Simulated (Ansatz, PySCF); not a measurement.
Process, species as SMILES: F[As](F)F -> F[As](F)F as doublet, charge -1 (an electron is taken up)

Quantity: adiabatic electron affinity (electronic), in eV. Positive where the reaction releases energy. Conventions: 6-31G* and kin with 6d, 5d where marked; no dispersion term unless named; LANL2DZ with its own core potentials from Na on; non-relativistic; no spin-orbit coupling; open shells spin-unrestricted. Ab initio and DFT rows: single points at B3LYP-D3(BJ) geometries (Ansatz, a program for electronic structure). Sets without +, aug- or the D of def2-TZVPD hold no diffuse functions, which anions need. A UHF reference is markedly spin-contaminated in at least one set, which strains HF and MP2. The spin state of an ion or metal species was assumed, not searched.

```csv
level,program,adiabatic electron affinity (electronic) (eV)
HF/LANL2DZ,Ansatz,1.11
PBE/LANL2DZ,Ansatz,1.33
BP86/def2-SVP,PySCF,0.06
BP86/6-31G* with LANL2DZ past Ar (5d),PySCF,-0.14
B3LYP/LANL2DZ,Ansatz,1.42
B3LYP/6-31G*,Ansatz,-0.13
B3LYP/6-31G* with LANL2DZ past Ar,Ansatz,-0.26
PBE0/6-31G* with LANL2DZ past Ar,Ansatz,-0.23
PBE0/def2-TZVPD,Ansatz,0.57
```

No value to compare with is used here. The 8 habitual levels span -0.26 (B3LYP/6-31G* with LANL2DZ past Ar) to 1.42 eV (B3LYP/LANL2DZ); PBE0/def2-TZVPD gives 0.57.

The levels are drawn from those run, B3LYP/6-31G* more often than the rest, none by its result; left out are runs that failed, that the program found above a lower state of the same kind, or whose <S^2> lies over 0.5 above the pure value.
